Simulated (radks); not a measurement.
Br I, configuration [Ar] 3d10 4s2 4p4.75 5p0.25 (fractional occupations, a model configuration). Calculated with a radial shooting solver on a logarithmic mesh with Libxc functionals: Dirac Kohn-Sham, exchange-only PBE, spin-unpolarised, spherical densities, finite nucleus; open shells fill j = l - 1/2 first; Fermi nuclear charge, rms radius 4.1629 fm.

Normalised radial functions P(r) = r R(r) (large component), r in bohr:

r,3d3/2,4s1/2
0.001681,0.0000,0.0304
0.001988,0.0000,0.0354
0.002333,0.0000,0.0408
0.00276,0.0000,0.0473
0.003239,0.0000,0.0542
0.003832,0.0001,0.0624
0.004497,0.0001,0.0710
0.005319,0.0001,0.0810
0.006242,0.0002,0.0913
0.007384,0.0003,0.1028
0.008666,0.0005,0.1141
0.01025,0.0008,0.1261
0.01203,0.0012,0.1370
0.01423,0.0019,0.1471
0.0167,0.0030,0.1544
0.01975,0.0047,0.1583
0.02318,0.0072,0.1570
0.02742,0.0113,0.1485
0.03218,0.0171,0.1317
0.03807,0.0264,0.1033
0.04467,0.0395,0.0648
0.05285,0.0596,0.0125
0.06201,0.0871,-0.0470
0.07336,0.1276,-0.1156
0.08609,0.1807,-0.1797
0.1018,0.2552,-0.2355
0.1195,0.3467,-0.2658
0.1414,0.4661,-0.2606
0.1659,0.6008,-0.2111
0.1962,0.7590,-0.1098
0.2303,0.9161,0.0257
0.2724,1.0723,0.1867
0.3197,1.1952,0.3258
0.3782,1.2775,0.4177
0.4438,1.2961,0.4214
0.525,1.2461,0.3200
0.6161,1.1367,0.1298
0.7288,0.9718,-0.1361
0.8552,0.7873,-0.4064
1.012,0.5886,-0.6538
1.187,0.4147,-0.8125
1.404,0.2637,-0.8738
1.648,0.1562,-0.8309
1.95,0.0805,-0.7028
2.288,0.0379,-0.5392
2.706,0.0148,-0.3650
3.176,0.0051,-0.2253
3.757,0.0014,-0.1199
4.409,0.0003,-0.0577
5.215,0.0001,-0.0228
6.12,0.0000,-0.0079
7.24,0.0000,-0.0021
8.496,0.0000,-0.0005
10.05,0.0000,-0.0001
11.79,0.0000,0.0000
13.95,0.0000,0.0000
16.37,0.0000,0.0000
19.37,0.0000,0.0000
22.73,0.0000,0.0000
26.89,0.0000,0.0000
31.55,0.0000,0.0000
37.32,0.0000,0.0000
43.8,0.0000,0.0000

3d3/2: eigenvalue -68.071 eV, 0 radial nodes, <r> = 0.588 bohr, 90 % of the charge inside 0.971 bohr. 4s1/2: eigenvalue -20.883 eV, 3 radial nodes at r = 0.0548, 0.224, 0.671 bohr, <r> = 1.67 bohr, 90 % of the charge inside 2.49 bohr.
